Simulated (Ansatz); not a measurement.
**Worked example: the barrier**

An elementary step of Si2H7ClO, closed shell (SiH₃Cl ([SiH3][Cl]) + SiH₄O ([OH][SiH3]) → Si₂H₅ClO ([SiH3][O][SiH2][Cl]) + H₂; bonds formed: Si1–O7, H2–H6; bonds broken: Si1–H2, H6–O7). “Start” is the structure reached by relaxing down from the saddle towards the reactants; PBE0-D4/def2-TZVP structures. The saddle:

| atom | x (Å) | y (Å) | z (Å) |
| --- | --- | --- | --- |
| Si1 | -0.3827 | -0.5400 | -1.2978 |
| H2 | 1.2688 | -0.8861 | -1.3682 |
| H3 | -0.7469 | -1.9570 | -1.5219 |
| H4 | -1.6375 | 0.1338 | -0.8473 |
| Cl5 | -0.1267 | 0.5591 | -3.0495 |
| H6 | 1.1955 | -0.5926 | -0.2842 |
| O7 | 0.3428 | -0.2928 | 0.3888 |
| Si8 | 0.0701 | 0.6970 | 1.7201 |
| H9 | -0.1340 | 2.0888 | 1.2593 |
| H10 | -1.1272 | 0.1979 | 2.4317 |
| H11 | 1.2778 | 0.5920 | 2.5691 |

Program: Ansatz 0.2.0. Basis: def2-TZVPP and def2-QZVPP. Cores are frozen in the correlated methods.

Energies in eV:

| quantity | saddle | start |
| --- | --- | --- |
| Hartree–Fock, triple zeta (X = 3) | -30378.11426 | -30380.40938 |
| Hartree–Fock, quadruple zeta (X = 4) | -30379.08945 | -30381.36974 |
| MP2 correlation, X = 3 | -19.77367 | -19.09033 |
| MP2 correlation, X = 4 | -21.40831 | -20.71461 |
| CCSD(T) correlation, X = 3 | -22.07204 | -21.46692 |

(1) Work out the barrier at the basis limit: extrapolate Hartree–Fock as E(X) = E∞ + A exp(−7.88 √X) and the MP2 correlation as E(X) = E∞ + B X^−2.97 (the exponents that Neese and Valeev fitted for def2-TZVPP and QZVPP), then add CCSD(T) − MP2 in triple zeta.

The T1 diagnostic stays at or below 0.012.

Answers

(1) Each step is linear, so take the differences first (saddle − start): Hartree–Fock 2.29512 (X = 3) and 2.28029 (X = 4); MP2 correlation -0.68334 and -0.69370; CCSD(T) correlation -0.60512.
Two points give E∞ = E(4) + w [E(4) − E(3)], with w = 1/(exp(7.88 (2 − √3)) − 1) = 0.1377 for Hartree–Fock and w = 1/((4/3)^2.97 − 1) = 0.7407 for the correlation.
Hartree–Fock: 2.28029 + 0.1377 × (-0.01483) = 2.2782 eV.
MP2 correlation: -0.69370 + 0.7407 × (-0.01036) = -0.7014 eV.
CCSD(T) − MP2: -0.60512 − (-0.68334) = 0.0782 eV.
Sum: 2.2782 + (-0.7014) + 0.0782 = 1.6550 eV, or 38.17 kcal/mol. Plain CCSD(T) in triple zeta gives 1.6900 eV, so the larger basis shifts the result by -0.0350 eV.

Labels in which every atom is bracketed show which atoms are joined, not bond orders.

For scale, one of the runs: CCSD(T)/def2-TZVPP, 255 basis functions, launched by `ansatz run in.yaml --threads 4 --pin off --events-out ev --progress --plain --max-ram 9574MiB`. Time: 91 s of wall clock on 4 CPU threads of an Arm Neoverse V2; the host was shared. Peak host memory: 5.2 GiB.
